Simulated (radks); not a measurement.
The numbers below are computed, except where a source is named.
Spherical quantum dot in the effective-mass picture: electrons in a parabolic well V = omega^2 r^2 / 2 with omega = 0.197, with a point charge +1 (a donor) at the centre, all in effective atomic units (hartree* = m*/eps^2 hartree, bohr* = eps/m* bohr), one dielectric constant everywhere. Level of theory: non-relativistic Kohn-Sham, LDA (Slater exchange, Perdew-Wang correlation), spin-polarised, spherical densities (a radial shooting solver with Libxc functionals). Levels are named by radial order and angular momentum (1s, 1p, 1d, 2s, ...), and open shells are averaged over m. Results are scaled to m* = 0.039 and eps = 14.8, for which hartree* = 4.845 meV and bohr* = 20.08 nm.

N = 3, configuration 1s2 1p(up 1, down 0). This is the lowest configuration that the search found. Occupied and some empty levels:

level,occupation,eigenvalue (meV),<r> (nm)
1s up,1,2.6387,38.63
1s down,1,2.7105,37.26
1p up,1,3.9885,71.44
1p down,0,4.1270,71.78
2s up,0,4.3481,73.80
2s down,0,4.4452,75.23
1d up,0,4.8540,85.60
1d down,0,4.9822,86.62
1f up,0,5.7256,96.70
1f down,0,5.8330,97.93

Energy (meV): total 2.05556, kinetic 4.2463, external -7.1476, Hartree 8.3030, exchange-correlation -3.3462.

Electron density:

r (nm),n(r) (e/nm^3)
2.24,0.00003959
10.7,0.00001772
19.1,8.547e-06
27.6,4.491e-06
36.0,2.563e-06
44.5,1.577e-06
52.9,1.026e-06
61.4,6.843e-07
69.8,4.540e-07
78.3,2.923e-07
86.7,1.787e-07
95.2,1.027e-07
104,5.509e-08
112,2.742e-08
